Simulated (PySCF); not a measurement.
**Vibration and rotation of BiF**

UHF-CCSD(T) constants of BiF, triplet, unpaired electrons π ↑↑ (PySCF, spin-free X2C with a Gaussian nucleus, basis sets Bi x2c-TZVPPall, F x2c-TZVPPall; masses 208.9804 and 18.9984 u):

```
ωe              : 557.1 cm⁻¹
ωexe            : 2.41 cm⁻¹
Be              : 0.23594 cm⁻¹
αe              : 0.00142 cm⁻¹
D (centrifugal) : 1.69e-07 cm⁻¹
De to Bi + F    : 3.55 eV
```

Task: Give the vibrational terms G(v) and spacings up to v = 6.

Result: G(v) = ωe(v+½) − ωexe(v+½)².

| v | G(v) (cm⁻¹) | G(v) − G(v−1) | Bv (cm⁻¹) |
| --- | --- | --- | --- |
| 0 | 278 |  | 0.2352 |
| 1 | 830 | 552 | 0.2338 |
| 2 | 1378 | 547 | 0.2324 |
| 3 | 1920 | 543 | 0.2310 |
| 4 | 2458 | 538 | 0.2296 |
| 5 | 2991 | 533 | 0.2281 |
| 6 | 3519 | 528 | 0.2267 |

Task: How well does the Morse estimate ωe²/(4ωexe) reproduce De, and what is D0?

Result: It gives 3.99 eV, 112 % of the computed De. D0 = De − G(0) = 3.55 − 0.03 = 3.52 eV.

Correlated steps freeze 35 core orbitals. These are scalar-relativistic numbers at best; spin–orbit coupling would shift them, the dissociation energy most. The state is the lowest determinant that a PBE0 search found; another state may lie lower at other levels.
